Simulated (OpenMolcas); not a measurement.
Tc2+ in a point-charge field

Tc2+ among 6 point charges of -1.7 e arranged as an octahedron (Oh), 2 Å from the ion. The active orbitals were held to one l.

```json
{"Program": "OpenMolcas", "Method": "CASSCF", "Basis": "ANO-RCC-VTZP [7s6p4d2f1g]", "Scalar Hamiltonian": "DKH2, point nucleus", "Active space": "5 electrons in 5 orbitals (4d)", "State averaging": "2S+1 = 6 even, 1 root; 2S+1 = 4 even, 24 roots; 2S+1 = 2 even, 75 roots", "Spin-orbit coupling": "state interaction with AMFI integrals over the reference wave functions"}
```

The lowest spin-free states (labels of O, the rotations of Oh), above the lowest:

```tsv
State	Degeneracy	E (cm-1)	Free-ion L (%)
6A1	1	0.0	S (100)
4T1	3	11885	G (58)
2T2	3	14700	I (32)
4T2	3	16733	G (57)
2A2	1	21575	I (54)
4E	2	21911	G (93)
4A1	1	22542	G (100)
2T1	3	22958	I (59)
2T2	3	23417	I (51)
4T2	3	23678	D (62)
2E	2	24679	I (34)
4E	2	28710	D (93)
2T1	3	29369	F (41)
2E	2	31253	I (52)
2A1	1	31532	I (87)
4T1	3	31538	F (57)
2T2	3	32501	I (47)
2T2	3	34631	D (51)
2A1	1	35344	G (79)
2E	2	38392	G (78)
```

The lowest levels with spin-orbit coupling:

```tsv
E (cm-1)	Degeneracy	Label	2S+1	g
0.0	2	Γ7	6	3.33 3.33 3.33
0.8	4	Γ8	6	
11194	2	Γ7	4 (76 %)	2.39 2.39 2.39
11720	4	Γ8	4	
11974	4	Γ8	4	
12148	2	Γ6	4	2.90 2.90 2.90
14440	2	Γ7	2 (73 %)	1.98 1.98 1.98
15118	4	Γ8	2 (79 %)	
16709	2	Γ7	4	1.79 1.79 1.79
16867	2	Γ6	4	3.09 3.09 3.09
16886	4	Γ8	4	
17020	4	Γ8	4 (84 %)	
21447	2	Γ7	2 (50 %)	0.75 0.75 0.75
21470	4	Γ8	4 (66 %)	
21636	2	Γ7	2 (58 %)	0.26 0.26 0.26
21857	2	Γ6	4 (89 %)	1.41 1.41 1.41
22164	4	Γ8	4 (78 %)	
23236	4	Γ8	4 (84 %)	
23332	2	Γ6	4 (82 %)	2.49 2.49 2.49
23501	4	Γ8	4 (52 %)
```

Powder χT (cm3 K/mol): 4.3 at 2 K, 4.36 at 10 K, 4.36 at 50 K, 4.36 at 100 K, 4.36 at 200 K, 4.36 at 300 K. The effective moment at 300 K is 2.828 √(χT) = 5.91 μB.

The lowest level has 2S+1 = 6, for which the spin-only value is χT = S(S+1) / 2 = 4.375 cm3 K/mol (g = 2). The computed 4.363 at 300 K differs by -0.012, through a little spin-orbit mixing out of the ground term, against the free-electron g of 2.0023, which raises it.

Without dynamic correlation the repulsion within the d shell is too large (B by tens of per cent), so at a given field states of lower spin stand too high. Point charges give a weaker field than real ligands, and real ions of this kind are as a rule low spin; the high spin found here belongs to the model. This is an electrostatic model: the charges have no orbitals. No measured value stands beside these numbers.
